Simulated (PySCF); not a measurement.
Gas-phase reaction: HfCl₃OH + OH ⇌ HfO₂ + Cl + 2 HCl

Energies from PySCF, thermal terms from the rigid-rotor harmonic-oscillator model, ideal gas at 1 bar. † marks an energy on the PBE0/def2-TZVP geometry and frequencies. Open shells (unrestricted): OH (multiplicity 2), Cl (multiplicity 2); the rest are closed-shell singlets. Spin-orbit splitting is ignored; it lowers the true energy and changes the entropy of OH, Cl. B3LYP is the form with VWN-RPA correlation. Hf: scalar-relativistic def2 core potential, no spin-orbit coupling. HfCl₃OH: computed as isolated molecules; such fragments, hydroxides, amides, oligomers or adducts are transient or little studied in the gas.

BLYP/def2-TZVP† gives ΔH°(298 K) = 631 kJ.

### Question
What do B3LYP/def2-TZVP†, HF/def2-TZVP†, LDA/def2-TZVP† give?

### Answer
B3LYP/def2-TZVP†: 693 kJ; HF/def2-TZVP†: 864 kJ; LDA/def2-TZVP†: 707 kJ. For scale, ΔH°(298 K) is 631 kJ at this level, 749 kJ at ωB97M-V/def2-TZVP†, and runs from 631 to 864 kJ over the 17 levels computed.
